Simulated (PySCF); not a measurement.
Species: CoI2 (quartet state).
Structure used (PBE0-D3(BJ)/def2-SVP), in Å, numbered top down from 1:
```
atom  x, y, z in Å
Co1    0.0000    0.0000    0.0000
I2    -0.0164   -0.0207    2.4840
I3     0.0164    0.0207   -2.4840
```

Method used: PBE0-D3(BJ)/def2-SVP geometry optimisation, gas phase, def2 core potentials past Kr in PySCF.

**Question.** Which atoms are bound to Co1, and at what distances?

**Answer.** 2 atoms: I3 2.484 Å, I2 2.484 Å.

**Question.** What is the shape at Co1?

**Answer.** Linear: angle 180.0°.

**Question.** What are the rotational constants (commonest isotopes, rigid rotor)?

**Answer.** B = 322.7 MHz (linear).

Point group: D∞h (tolerance 0.08 Å). Charge 0, quartet. ⟨S²⟩ = 3.764 (exact for a quartet: 3.75). Not checked by PBE0-D3(BJ)/def2-SVP frequencies.

On one thread of an x86-64 server, no GPU, shared host, this took 54 s. These figures are those of the optimisation.

Caution for open-shell metal species: one SCF solution and one stationary point were followed, and a lower state or a bent or distorted shape isn't ruled out.
